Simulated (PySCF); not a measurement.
BrGeH3O, SMILES [Br][GeH2][OH].

The structure is a stationary point at PBE0-D3(BJ)/def2-SVP. The values are those of a single conformer.

Two levels are set side by side: TDA-PBE/def2-SVPD (PySCF) and TDA-M06-2X/def2-SVPD (PySCF). Vertical, same geometry. The lowest singlet is HOMO→LUMO 96 % with PBE and HOMO→LUMO 76 %, HOMO→LUMO+1 16 % with the other functional; states are paired by order. Differences are taken from unrounded values.

```
quantity                               TDA-PBE
-------------------------------------  -------
lowest singlet excitation (eV)            5.82
lowest triplet excitation (TDA) (eV)      5.35
first bright state (f over 0.05) (eV)     6.49
its oscillator strength                   0.08
```

### Question
These are the TDA-PBE values. What does TDA-M06-2X give? (The exact figures need the calculation; the answer reports its results.)

### Answer

| quantity | TDA-M06-2X | TDA-PBE minus TDA-M06-2X |
|---|---|---|
| lowest singlet excitation (eV) | 6.68 | -0.86 |
| lowest triplet excitation (TDA) (eV) | 6.26 | -0.92 |
| first bright state (f over 0.05) (eV) | 8.08 | -1.58 |
| its oscillator strength | 0.07 | 0.00 |

Functionals without exact exchange tend to place singlet excitations lower, as here. Differences between two approximate levels are no errors against the true value.

Rough cost on one machine, each run with all the roots and properties that it gave: TDA-M06-2X against TDA-PBE about 9 times.
